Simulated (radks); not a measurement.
The neodymium anion Nd- inside a hard spherical wall (all orbitals vanish at R), configuration held at [Xe] 4f5 6s2 and not refilled when levels cross. Calculated with a radial shooting solver on a logarithmic mesh with Libxc functionals: scalar-relativistic Kohn-Sham, PBEsol, spin-polarised, spherical densities, point nucleus; open shells are filled with parallel spins first (spin-orbit coupling, left out, can overturn this in heavy ions). Eigenvalues in eV for spin up, with the zero of energy where the potential of the charges vanishes at infinity; a dash marks a level that is unbound or too diffuse for the functional's potential to be trusted. A positive occupied level is held by the wall or, in an anion where self-interaction has pushed it up, behind a barrier. The pressure on the wall is -dE/dV.

R (bohr),E (hartree),kinetic (hartree),e(5s),e(5p),e(6s),"e(6p, empty)","e(5d, empty)",e(4f),pressure (GPa)
15,-9620.5090,10239.092,-35.609,-17.336,0.044,-,-,3.384,0.0452
12,-9620.4922,10239.093,-34.450,-16.236,0.617,-,-,4.597,0.129
10,-9620.4686,10239.142,-33.255,-15.092,1.297,-,-,5.823,0.411
8,-9620.4074,10239.304,-31.329,-13.253,2.708,-,-,7.798,1.86
7,-9620.3369,10239.496,-29.902,-11.905,4.087,7.245,6.439,9.287,4.59
6,-9620.1960,10239.894,-27.966,-10.101,6.535,10.763,8.408,11.358,13.1
5,-9619.8714,10240.893,-25.073,-7.430,11.519,17.717,11.740,14.580,47.3
3.5,-9617.7245,10248.268,-14.704,2.787,37.763,50.860,25.750,27.046,650
2.5,-9608.8234,10276.842,10.433,31.199,118.23,141.99,64.180,56.090,7320
